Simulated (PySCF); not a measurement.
PySCF input (M06-2X/6-31G* (5d)):

```python
from pyscf import gto, dft

mol = gto.M(
    atom='''
    C    -1.16121811   -0.18331432   -0.02340017
    Si    0.62903689    0.09747431    0.00115907
    H    -1.68556782    0.56423601   -0.62169877
    H    -1.41324193   -1.19650419   -0.34225064
    H    -1.51267979   -0.07261084    1.01662181
    H     1.19698143    1.44308458   -0.15835579
    H     1.57530031   -1.00295996    0.22985740
    ''',
    basis='6-31g*',
    charge=1,
    spin=0,
    verbose=4,
)

mf = dft.RKS(mol, xc='m062x')
mf.grids.level = 4
mf.conv_tol = 1e-9
mf.max_cycle = 100
mf.max_memory = 1500
mf.kernel()
if not mf.converged:
    mf = mf.newton()
    mf.kernel(mf.make_rdm1())
mf.dip_moment()
```

From the last part of the output:

```
Set gradient conv threshold to 3.16228e-05
Initial guess from minao.
tot grids = 136072
init E= -330.428228196068
  HOMO = -0.382310152863643  LUMO = -0.115097601849768  gap/eV = 7.27122
cycle= 1 E= -330.174352579268  delta_E= 0.254  |g|= 0.285  |ddm|= 2.01
  HOMO = -0.653751192842239  LUMO = -0.35071257408146  gap/eV = 8.24610
cycle= 2 E= -330.197638483783  delta_E= -0.0233  |g|= 0.163  |ddm|= 0.638
  HOMO = -0.652284938197683  LUMO = -0.311792325781572  gap/eV = 9.26528
cycle= 3 E= -330.205769304423  delta_E= -0.00813  |g|= 0.0428  |ddm|= 0.205
  HOMO = -0.639153981353486  LUMO = -0.304362304906734  gap/eV = 9.11015
cycle= 4 E= -330.206229040139  delta_E= -0.00046  |g|= 0.00815  |ddm|= 0.0384
  HOMO = -0.640885206619687  LUMO = -0.305931484216383  gap/eV = 9.11456
cycle= 5 E= -330.206250029658  delta_E= -2.1e-05  |g|= 0.00102  |ddm|= 0.0108
  HOMO = -0.640864288520436  LUMO = -0.306066482794974  gap/eV = 9.11031
cycle= 6 E= -330.206250500675  delta_E= -4.71e-07  |g|= 0.0002  |ddm|= 0.00168
  HOMO = -0.640899467769191  LUMO = -0.306088869483219  gap/eV = 9.11066
cycle= 7 E= -330.206250523711  delta_E= -2.3e-08  |g|= 3.12e-05  |ddm|= 0.000382
  HOMO = -0.640896999767007  LUMO = -0.306087055860926  gap/eV = 9.11064
cycle= 8 E= -330.206250524803  delta_E= -1.09e-09  |g|= 8.67e-06  |ddm|= 8.72e-05
  HOMO = -0.640896691831076  LUMO = -0.306087323362949  gap/eV = 9.11063
cycle= 9 E= -330.206250524841  delta_E= -3.8e-11  |g|= 9.58e-07  |ddm|= 1.52e-05
  HOMO = -0.640896742467248  LUMO = -0.306087376961995  gap/eV = 9.11063
Extra cycle  E= -330.206250524843  delta_E= -1.19e-12  |g|= 3.22e-07  |ddm|= 1.83e-06
converged SCF energy = -330.206250524843

WARN: System has nonzero charge 1; the dipole moment is origin-dependent.
Location of origin: [0. 0. 0.]

Dipole moment(X, Y, Z, Debye):  1.07845,  0.18274,  0.10032
```

The dipole moment of an ion depends on the origin.
